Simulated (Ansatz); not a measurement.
`[SiH3][NH][AlH][SiH2]Cl` → `[NH2][AlH][SiH]([SiH3])Cl`  (isomerisation)

Gas-phase electronic energies from Ansatz, PBE0-D4/def2-TZVP geometries. CCSD(T)/CBS is the MP2 limit (def2-TZVPP, def2-QZVPP) plus CCSD(T) − MP2 in def2-TZVPP, frozen cores. Functionals use def2-TZVPP. B3LYP here is the variant with VWN-RPA as its local correlation; programs differ in this. Each species was taken in one conformer, which may not be the lowest.

(1) Is it downhill or uphill in electronic energy at CCSD(T)/CBS, and by how much? (Estimate.)

(2) What do these levels give: r2SCAN-D4, PBE0-D4, B3LYP-D4, PBE0, HF/def2-TZVPP, MP2/def2-TZVPP, SCS-MP2/def2-TZVPP, CCSD/def2-TZVPP, HF/def2-QZVPP, SCS-MP2/def2-QZVPP, HF/CBS(def2), MP2/CBS(def2)? (An estimate is asked.)

Largest T1 diagnostic among the species: 0.012.

## Answers

(1) Computed: Uphill: ΔE = +0.47 eV.

(2) Ansatz gave: r2SCAN-D4 0.39, PBE0-D4 0.33, B3LYP-D4 0.44, PBE0 0.32, HF/def2-TZVPP 0.63, MP2/def2-TZVPP 0.54, SCS-MP2/def2-TZVPP 0.57, CCSD/def2-TZVPP 0.50, HF/def2-QZVPP 0.64, SCS-MP2/def2-QZVPP 0.57, HF/CBS(def2) 0.64, MP2/CBS(def2) 0.53 eV.

From PBE to PBE0 (25 % exact exchange), in def2-TZVPP and without D4, ΔE moves by +0.08 eV. In def2-TZVPP, CCSD(T) changes the Hartree–Fock value by −0.15 eV (the triples alone add −0.02 eV) and MP2 by −0.08 eV.
